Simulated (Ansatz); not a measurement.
silicon dioxide molecule (SMILES O=[Si]=O) moved off its minimum; all values from Ansatz (a program for electronic structure), cores frozen in correlated methods.
(charge 0, multiplicity 1)
```xyz
3

O      0.15996    -0.14199    -1.37237
Si     0.14869     0.20946     0.05371
O     -0.06053    -0.06990     1.33773
```

Forces at PBE/def2-TZVPP (eV/Å):

```
atom      Fx      Fy       Fz
----  ------  ------  -------
O1     0.353  -0.074   -4.185
Si2    2.348   3.092  -14.569
O3    -2.701  -3.017   18.754
```

Give the forces (eV/Å), the total energy and the dipole at CCSD(T)/aug-cc-pV(T+d)Z.


```csv
atom,Fx,Fy,Fz
O1,0.381,0.118,-3.782
Si2,2.239,2.735,-14.692
O3,-2.620,-2.853,18.474
```
Energy -439.2775 hartree, dipole 1.93 D.
